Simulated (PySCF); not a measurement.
SMILES C#CC[SiH2]C=O (C4H6OSi), singlet at its GFN2-xTB optimised geometry (Å):

```
12

C      1.8773    -0.9703    -0.0038
C      0.6800    -0.9816     0.0000
C     -0.7636    -0.9816     0.0000
Si    -1.4675     0.8011     0.0000
C     -0.7341     1.6670    -1.5485
O     -1.3844     2.2518    -2.3770
H      2.9260    -0.9771    -0.0040
H     -1.1152    -1.5332    -0.8761
H     -1.1155    -1.5172     0.8842
H     -0.9802     1.5332     1.1723
H     -2.9260     0.7711    -0.0850
H      0.3713     1.6125    -1.6690
```

Computed with B3LYP/def2-TZVP (PySCF 2.14.0).

Map of the deformation density (molecule minus spherical neutral atoms) (e/bohr³) on the plane z = 1.0 Å:

```
|.............................|
|.............................|
|.............................|
|.............................|
|.............................|
|.............................|
|.............................|
|.............................|
|.............................|
|.......  .-=:................|
|.......  .+@+................|
|.......  .=+-................|
|.......   .:..  .............|
|.......         .............|
|.......          ............|
|.......          ...    .....|
|.......   ..     ..     .....|
|........  .-:    ..      ....|
|........  .*:    ..     .....|
|........   ..    ...  .......|
|.........       .............|
|..........    ...............|
|.............................|
|.............................|
|.............................|
|.............................|
|.............................|
|.............................|
|.............................|
```
Scale: ten equal steps from -0.013 (start of ' ') to 0.089 (end of '@'), in the order ' .:-=+*#%@'; x runs from -5.00 to 5.00, y from -5.00 (bottom) to 5.00 (top).
